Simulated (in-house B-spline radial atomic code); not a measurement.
Settings and results of a run for Br7+. Computed with a B-spline radial code for spherical atoms: non-relativistic wB97X, spin-polarised, spherical fractional occupations, exact exchange averaged over the configuration, point nucleus.

Command:
```bash
python run_scf.py task.json out
```
Settings:
```
Z                35
configuration    [Ar] 3d10
hamiltonian      nr
method           wb97x
spin_polarised   True
exact_exchange   averaged over the configuration
```

Output (hartree, bohr):
```
 radial grid: 45 intervals, B-splines of order 8, outer radius 8.961 bohr

 iter        energy (Eh)    residual
    1       -2535.750727    1.17e+00
    2       -2550.149256    9.30e-01
    3       -2560.351866    1.93e-01
    4       -2560.917041    4.90e-02
    5       -2560.930635    2.49e-02
    6       -2560.938463    1.99e-03
    7       -2560.938517    8.82e-05
    8       -2560.938517    1.36e-05
    9       -2560.938517    8.28e-07
   10       -2560.938517    1.29e-08

 total energy                     -2560.93852
 kinetic                            2559.7466
 electron-nucleus                  -6007.2378
 Hartree                             974.9956
 exact exchange                      -17.6722
 exchange-correlation                -70.7708

 orbital      occ     eigenvalue          <r>       <r^2>       <1/r>     <1/r^2>       <r^4>       r_max
 1s up      1.000      -486.7639    0.0436772  0.00255468     34.5031     2392.78 1.65837e-05     0.02885
 1s down    1.000      -486.7639    0.0436772  0.00255468     34.5031     2392.78 1.65837e-05     0.02885
 2s up      1.000       -66.5624     0.193532   0.0440873     7.65506     239.097  0.00334425      0.1629
 2s down    1.000       -66.5624     0.193532   0.0440873     7.65506     239.097  0.00334425      0.1629
 2p up      3.000       -60.3856     0.167086   0.0341044      7.6279     79.2638  0.00232069      0.1291
 2p down    3.000       -60.3856     0.167086   0.0341044      7.6279     79.2638  0.00232069      0.1291
 3s up      1.000       -12.8111     0.559695    0.359447     2.53434     39.4145    0.202733      0.4933
 3s down    1.000       -12.8111     0.559695    0.359447     2.53434     39.4145    0.202733      0.4933
 3p up      3.000       -10.6342     0.564551     0.37187     2.42554     12.7159    0.229561       0.485
 3p down    3.000       -10.6342     0.564551     0.37187     2.42554     12.7159    0.229561       0.485
 3d up      5.000        -6.7459     0.571569     0.39827     2.19297     6.23199    0.319399      0.4288
 3d down    5.000        -6.7459     0.571569     0.39827     2.19297     6.23199    0.319399      0.4288
```

Time taken, with all properties: 0.56 s on 1 thread of AMD EPYC 7R43 64-Core Processor, on a shared host.
